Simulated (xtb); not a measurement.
A run for xtb: GFN1-xTB on AsBrH4 (a complex), monomers drawn apart or pushed together.

```
$ xtb mol.xyz --gfn 1 --sp --chrg 0 --uhf 0
6

As    -0.24589795    -0.19971429     0.14388447
H     -0.93105301     0.73324079    -0.84218941
H     -0.41634523    -1.41915382    -0.74823450
H      1.14502960     0.10943673    -0.38686969
Br    -1.34195539    -0.25056277     5.09210493
H     -1.03095420    -0.23581475     3.68679977
```

Task: Give the final energy of this run.

Result: -8.3893 hartree.
